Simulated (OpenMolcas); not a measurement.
Ce3+ with 6 ligands (fluoride) in trigonal prismatic coordination (D3h) at 2.32 Å, a polar angle of 47.1° against the regular 49.1°. A charge of +0.5 e stands 2.8 Å behind each ligand. Ligand basis ANO-RCC-VDZP.
```
Ce    0.0000    0.0000    0.0000
F     1.7005    0.0000    1.5782
F    -0.8502    1.4727    1.5782
F    -0.8502   -1.4727    1.5782
F     1.7005    0.0000   -1.5782
F    -0.8502    1.4727   -1.5782
F    -0.8502   -1.4727   -1.5782
```

```
Program             : OpenMolcas 26.06
Method              : SS-CASPT2, IPEA 0.25 Eh, imaginary shift 0.1 Eh (closed shells correlated: 5s 5p and the ligand valence shells)
Basis               : ANO-RCC-VDZP [7s6p4d2f1g]
Scalar Hamiltonian  : DKH2, point nucleus
Active space        : 1 electron in 7 orbitals (4f)
State averaging     : 2S+1 = 2 odd, 7 roots
Spin-orbit coupling : RASSI with atomic mean-field integrals over the reference wave functions
```

(1) What is the spin-free ground state (labels of D3, the rotations of D3h)?

(2) Where is the first state of the same spin?

(3) What are the lowest two levels with spin-orbit coupling?

(4) What is χT at 300 K, and how does it compare with the textbook value?

Results:

(1) 2A1, 1-fold in its orbital part, 100 % from free-ion F terms; it has the highest spin that f1 allows.

(2) 2A2 at 96.3 cm-1 above the ground state.

(3) A 2-fold level E1/2 with g = 0.06, 0.06, 4.07, then a 2-fold level E1/2 1170 cm-1 above it. Their leading multiplicities are 2 (100 %) and 2 (100 %).

(4) Hund's rules give f1 the level 2F5/2 with g = 0.857, so an isolated free-ion multiplet has χT = g² J(J+1) / 8 = 0.804 cm3 K/mol. The computed 0.622 at 300 K differs by -23 %, through the field's splitting, the mixing of terms and any other multiplet in reach.

Roots that are degenerate in the reference are averaged as groups; the widest CASPT2 spread within a group is 81 cm-1 (the 2-fold group of multiplicity 2 near 1510 cm-1 above the lowest state of its run). Shifts and gaps below about the spread of the groups concerned are not significant. Over all roots computed the reference weight is 0.71; a low but even weight reflects the number of correlated electrons. Splittings of an f shell from a small cluster at a set distance can be off by tens of per cent, mostly too small. No measured value stands beside these numbers; the geometry was imposed, not optimised, and the real ion may take another.
